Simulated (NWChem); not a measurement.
System: C3H7NSi; SMILES N1CC([SiH2]1)=C

```xyz
12

C      0.3614    -2.1384     0.0000
C      0.0577    -0.8427     0.0000
C     -1.3110    -0.1612     0.0000
N     -0.8301     1.2179     0.0000
Si     0.8652     0.8596     0.0000
H      1.3993    -2.4850     0.0000
H     -0.4131    -2.9155     0.0000
H     -1.9107    -0.4287     0.8935
H     -1.9107    -0.4287    -0.8935
H     -1.4526     2.0115     0.0000
H      1.6684     1.2698    -1.1989
H      1.6684     1.2698     1.1989
```
Atoms are numbered in this order, from 1.

Computed with NWChem. Pople sets run with spherical d functions. The geometry was optimised at PBE0/def2-SVP. Not confirmed as a minimum by frequencies. B3LYP is NWChem's, with the RPA form of VWN correlation. Vertical excitations in the gas phase; the lowest state need not have the same character in each row.

```
level               lowest excitation, singlet (eV)  oscillator strength of that lowest state  orbital gap (eV)
------------------  -------------------------------  ----------------------------------------  ----------------
PBE/6-31+G*, TDA                               4.22                                     0.004              3.99
B3LYP/6-31+G*, TDA                             4.89                                     0.003              5.83
PBE0/6-31+G*, TDA                              5.04                                     0.003              6.24
```
